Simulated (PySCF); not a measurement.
ScF₃, SMILES [F][Sc]([F])[F]. Heavy atoms are numbered as in [Sc:1]([F:2])([F:3])[F:4].

Geometry optimised at B3LYP-D3(BJ)/def2-SVP. The isomer is the one that the SMILES or the coordinates give; other isomers of the formula were not compared.

Calculation: PBE/pcSseg-2 (PySCF).

GIAO shieldings, no solvent; atoms alike by connectivity are averaged. δ = σ(ref) − σ: ¹⁹F against CFCl3 (σ = 132.0 ppm), references at their B3LYP-D3(BJ)/def2-TZVP geometries, non-relativistic.

```csv
nucleus,atoms,count,δ (ppm)
¹⁹F,F2,3,218.0
```
